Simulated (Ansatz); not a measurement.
Cost and result up the ladder for GaCl3 (4 atoms). The state is a singlet with charge 0. Geometry: PBE0-D4/def2-SVP.

```xyz
4

Ga    0.0000    0.0000   -0.0001
Cl    0.4005    0.9429    1.8572
Cl   -1.5765    0.7071   -1.2303
Cl    1.1760   -1.6500   -0.6268
```

Ansatz on 4 threads of Arm Neoverse V2 on a shared host. Times are rough, and most runs start from the orbitals of an earlier one. ωB97X-V/def2-TZVP serves as the yardstick here, not as an exact answer. Differences are given only for rows in sets of like size (and for xTB, whose basis is part of the method), since another set adds its own error. Binding counts from free atoms at the same level (Ga doublet, Cl doublet; other spins of the atoms weren't run), without zero-point energy or a counterpoise term.

The 6-31G sets use Cartesian d functions. LC-ωPBE has ω = 0.4 bohr⁻¹. B3LYP takes the VWN-RPA correlation. Correlated methods freeze 24 core orbitals; core or outer-core shells of Ga are correlated, in sets that lack core-valence functions.

Correlated methods converge slowly with the basis.

```json
{"level": "HF/6-31G", "functions": "68", "wall time": "0.35 s", "binding energy per atom (eV)": "1.74", "difference from ωB97X-V/def2-TZVP (eV)": "–"}
{"level": "PBE-D4/def2-SVP", "functions": "86", "wall time": "0.65 s", "binding energy per atom (eV)": "2.91", "difference from ωB97X-V/def2-TZVP (eV)": "–"}
{"level": "LDA (SPW92)/def2-TZVP", "functions": "159", "wall time": "0.7 s", "binding energy per atom (eV)": "3.28", "difference from ωB97X-V/def2-TZVP (eV)": "0.40"}
{"level": "B3LYP-D4/6-31G", "functions": "68", "wall time": "0.8 s", "binding energy per atom (eV)": "2.45", "difference from ωB97X-V/def2-TZVP (eV)": "–"}
{"level": "PBE0-D4/def2-SVP", "functions": "86", "wall time": "1 s", "binding energy per atom (eV)": "2.87", "difference from ωB97X-V/def2-TZVP (eV)": "–"}
{"level": "LC-ωPBE/def2-TZVP", "functions": "159", "wall time": "1.8 s", "binding energy per atom (eV)": "2.82", "difference from ωB97X-V/def2-TZVP (eV)": "-0.06"}
{"level": "RPA@PBE/def2-TZVP", "functions": "159", "wall time": "2.3 s", "binding energy per atom (eV)": "2.49", "difference from ωB97X-V/def2-TZVP (eV)": "-0.38"}
{"level": "PBE0-D4/def2-TZVP (with forces)", "functions": "159", "wall time": "2.4 s", "binding energy per atom (eV)": "2.86", "difference from ωB97X-V/def2-TZVP (eV)": "-0.01"}
{"level": "r2SCAN-D4/def2-TZVP", "functions": "159", "wall time": "3.1 s", "binding energy per atom (eV)": "2.91", "difference from ωB97X-V/def2-TZVP (eV)": "0.03"}
{"level": "PBE0-D4/def2-TZVPD", "functions": "192", "wall time": "3.1 s", "binding energy per atom (eV)": "2.86", "difference from ωB97X-V/def2-TZVP (eV)": "-0.02"}
{"level": "B2PLYP/def2-TZVP", "functions": "159", "wall time": "3.2 s", "binding energy per atom (eV)": "2.77", "difference from ωB97X-V/def2-TZVP (eV)": "-0.11"}
{"level": "ωB97X-V/def2-TZVP", "functions": "159", "wall time": "3.9 s", "binding energy per atom (eV)": "2.88", "difference from ωB97X-V/def2-TZVP (eV)": "0.00"}
{"level": "r2SCAN-D4/def2-TZVPD", "functions": "192", "wall time": "4.3 s", "binding energy per atom (eV)": "2.91", "difference from ωB97X-V/def2-TZVP (eV)": "0.03"}
{"level": "CCSD(T)/def2-TZVPP", "functions": "174", "wall time": "31 s", "binding energy per atom (eV)": "2.79", "difference from ωB97X-V/def2-TZVP (eV)": "-0.08"}
```
